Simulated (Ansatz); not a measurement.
A run for Ansatz (an electronic-structure program): R-CCSD(T)/def2-TZVPPD on ClGeH (SMILES [Cl][GeH]), atoms moved off the minimum. Files ending in .json are basis or fitting sets from the Basis Set Exchange. The run froze 19 orbitals, filled d shells among them.

Ansatz 0.2 input:
```yaml
crystal:
  periodic: [false, false, false]
  atoms:
    - {symbol: Ge, position_ang: [0.56998184, -0.29686448, 0.44757101]}
    - {symbol: H, position_ang: [1.55534133, -0.40264242, -0.48659800]}
    - {symbol: Cl, position_ang: [-1.12281209, 0.20927889, -0.98064232]}
basis:
  gaussian:
    orbitals: def2-TZVPPD.json
magnetization: {spin_polarized: false}
correlation: {method: ccsd_t, electrons: outside_noble_gas}
scf: {lower_state_search: off}
output: {forces: true}
```

Q: Give the final energy of this run.

A: -2535.7872 hartree (reference determinant -2535.4585, T1 diagnostic 0.014).

Q: How many basis functions does it have, and what does it roughly cost on one machine?

A: 122 functions; roughly 24 core-seconds.
